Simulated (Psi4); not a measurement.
HO$_{2}$ (SMILES [O]O), doublet, at a GFN2-xTB geometry; R2SCAN/cc-pVDZ in Psi4.

Input for Psi4:
```
memory 2 GB

molecule {
0 2
O     0.06734955    0.70545160   -0.04079075
O     0.02832837   -0.59600105   -0.02035813
H    -0.76542330   -0.87560443    0.48919096
}

set {
  basis cc-pvdz
  reference uks
  dft_radial_points 35
}

energy('r2scan')
print_variables()
```

Task: Predict the main parts of the log of this Psi4 run.

Result: 
```
   => Loading Basis Set <=

    Name: CC-PVDZ
    Role: ORBITAL
    Keyword: BASIS

         ---------------------------------------------------------
                                   SCF
               by Justin Turney, Rob Parrish, Andy Simmonett
                          and Daniel G. A. Smith
                              UKS Reference
         ---------------------------------------------------------

  ==> Geometry <==

    Molecular point group: cs
    Full point group: Cs

    Geometry (in Angstrom), charge = 0, multiplicity = 2:

       Center              X                  Y                   Z               Mass
    ------------   -----------------  -----------------  -----------------  -----------------
         O            0.051414327124     0.679143843686     0.000000000000    15.994914619570
         O            0.007542443419    -0.622314723637     0.000000000000    15.994914619570
         H           -0.935686732254    -0.901919374912     0.000000000000     1.007825032230

  Running in cs symmetry.

  Rotational constants: A =     21.21300  B =      1.16079  C =      1.10056 [cm^-1]
  Rotational constants: A = 635949.71246  B =  34799.56091  C =  32994.10321 [MHz]
  Nuclear repulsion =   32.582231991250524

  Charge       = 0
  Multiplicity = 2
  Electrons    = 17
  Nalpha       = 9
  Nbeta        = 8

  ==> Algorithm <==

  SCF Algorithm Type is DF.
  DIIS enabled.
  MOM disabled.
  Fractional occupation disabled.
  Guess Type is SAD.
  Energy threshold   = 1.00e-06
  Density threshold  = 1.00e-06
  Integral threshold = 1.00e-12

  ==> Primary Basis <==

  Basis Set: CC-PVDZ
    Blend: CC-PVDZ
    Number of shells: 15
    Number of basis functions: 33
    Number of Cartesian functions: 35
    Spherical Harmonics?: true
    Max angular momentum: 2

  ==> DFT Potential <==

   => LibXC <=

    Version 7.1.2
    S. Lehtola, C. Steigemann, M. J. T. Oliveira, and M. A. L. Marques,  SoftwareX 7, 1–5 (2018) (10.1016/j.softx.2017.11.002)

   => Composite Functional: R2SCAN <=

    r2SCAN Meta-GGA XC Functional  (0.1021/acs.jpclett.0c02405)
    J. W. Furness, A. D. Kaplan, J. Ning, J. P. Perdew, J. Sun  J. Phys. Chem. Lett.  11, 8208–8215, 2020

    Deriv               =              1
    GGA                 =           TRUE
    Meta                =           TRUE

    Exchange Hybrid     =          FALSE
    MP2 Hybrid          =          FALSE

   => Exchange Functionals <=

    1.0000   XC_MGGA_X_R2SCAN

[...]

   @Spin Contamination Metric:   3.012743273E-03
   @S^2 Expected:                7.500000000E-01
   @S^2 Observed:                7.530127433E-01
   @S   Expected:                5.000000000E-01
   @S   Observed:                5.000000000E-01

    Orbital Energies [Eh]
    ---------------------

    Alpha Occupied:

[...]
    Alpha Virtual:

[...]
    Beta Occupied:

[...]
    Beta Virtual:

[...]
      24Ap     3.880172

    Final Occupation by Irrep:
             Ap   App
    DOCC [     7,    1 ]
    SOCC [     0,    1 ]
    NA   [     7,    2 ]
    NB   [     7,    1 ]

  @DF-UKS Final Energy:  -150.84400984564860

   => Energetics <=

    Nuclear Repulsion Energy =             32.5822319912505236
    One-Electron Energy =                -272.0354475694882126
    Two-Electron Energy =                 106.0085543267759220
    DFT Exchange-Correlation Energy =     -17.3993485941868506
    Empirical Dispersion Energy =           0.0000000000000000
    VV10 Nonlocal Energy =                  0.0000000000000000
    Total Energy =                       -150.8440098456485998

  UHF NO Occupations:
  HONO-2 :    7 Ap 1.9994621
  HONO-1 :    1App 1.9992744
  HONO-0 :    2App 1.0000000
  LUNO+0 :    3App 0.0007256
  LUNO+1 :    8 Ap 0.0005379
  LUNO+2 :    9 Ap 0.0001288
  LUNO+3 :   10 Ap 0.0000601

Computation Completed

Properties will be evaluated at   0.000000,   0.000000,   0.000000 [a0]

Properties computed using the SCF density matrix

 Multipole Moments:

 ------------------------------------------------------------------------------------
     Multipole            Electronic (a.u.)      Nuclear  (a.u.)        Total (a.u.)
 ------------------------------------------------------------------------------------

 L = 1.  Multiply by 2.5417464519 to convert [e a0] to [Debye]
 Dipole X            :          0.1835604           -0.8768945           -0.6933340
 Dipole Y            :          0.2851945           -0.8452488           -0.5600544
 Dipole Z            :          0.0000000            0.0000000            0.0000000
 Magnitude           :                                                    0.8912760

 ------------------------------------------------------------------------------------

  Variable Map:
  ----------------------------------------------------------------------------
[...]
  Array Variable Map:
  ----------------------------------------------------------------------------
[...]
[...]
```
